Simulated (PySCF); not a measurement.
# `B[C@H]([AlH][CH3])C(=C)C`, C₅H₁₂AlB

Geometry:
```
atom   x (Å)   y (Å)   z (Å)
  B1   0.575  -1.578   0.753
  C2  -0.364  -0.673  -0.030
 Al3   1.385   0.450  -0.110
  C4   2.602   0.414  -1.678
  C5  -1.522   0.056   0.517
  C6  -2.601   0.323  -0.218
  C7  -1.431   0.468   1.956
  H8   1.325  -2.264   0.141
  H9   0.619  -1.614   1.927
 H10  -0.503  -0.914  -1.094
 H11   1.625   1.535   0.973
 H12   2.183   0.894  -2.570
 H13   2.890  -0.599  -1.986
 H14   3.532   0.949  -1.454
 H15  -3.458   0.831   0.191
 H16  -2.673   0.031  -1.253
 H17  -0.453   0.923   2.140
 H18  -2.215   1.177   2.211
 H19  -1.523  -0.401   2.605
```

Method used: PySCF 2.14.0, GIAO mPW1PW91/6-31++G** magnetisability, rotational g tensor and spin-rotation constants, non-relativistic, gas phase. Geometry: GFN2-xTB.

(1) Give the nuclear spin-rotation constants along the inertial axes (H = +C I·J) beside the isotropic shieldings.

Answers

(1) Rotational constants 3.6550, 1.1713, 1.1000 GHz. A star marks the isotopologue with that one atom substituted, in its own axes.
| atom | isotope | Caa (kHz) | Cbb (kHz) | Ccc (kHz) | mean (kHz) | σ (ppm) |
| --- | --- | --- | --- | --- | --- | --- |
| B1 | 11B | 1.100 | 0.389 | 0.245 | 0.578 | 57.7 |
| Al3 | 27Al | 3.016 | 0.774 | 0.987 | 1.592 | 289.1 |
| H8 | 1H | 0.078 | -0.108 | -0.008 | -0.013 | 24.7 |
| H9 | 1H | -0.233 | 0.067 | -0.079 | -0.081 | 24.9 |
| H10 | 1H | -0.309 | 0.010 | -0.023 | -0.107 | 24.7 |
| H11 | 1H | -0.259 | -0.075 | 0.034 | -0.100 | 26.0 |
| H12 | 1H | -0.386 | 0.007 | -0.136 | -0.172 | 31.9 |
| H13 | 1H | -0.320 | -0.129 | -0.019 | -0.156 | 31.5 |
| H14 | 1H | -0.135 | -0.127 | -0.076 | -0.113 | 31.5 |
| H15 | 1H | 0.153 | -0.120 | -0.079 | -0.015 | 27.0 |
| H16 | 1H | -0.309 | -0.015 | -0.041 | -0.122 | 27.1 |
| H17 | 1H | -0.069 | -0.112 | -0.058 | -0.080 | 28.9 |
| H18 | 1H | -0.082 | -0.117 | -0.067 | -0.089 | 29.9 |
| H19 | 1H | -0.296 | -0.015 | -0.082 | -0.131 | 29.0 |
| C2 | 13C* | 1.043 | 0.350 | 0.292 | 0.562 | 76.5 |
| C4 | 13C* | 0.348 | 0.105 | 0.122 | 0.192 | 197.0 |
| C5 | 13C* | 1.330 | 0.374 | 0.302 | 0.668 | 52.4 |
| C6 | 13C* | 1.040 | 0.277 | 0.259 | 0.525 | 95.1 |
| C7 | 13C* | 0.520 | 0.156 | 0.138 | 0.271 | 173.8 |

For the geometry as given, no vibrational averaging.
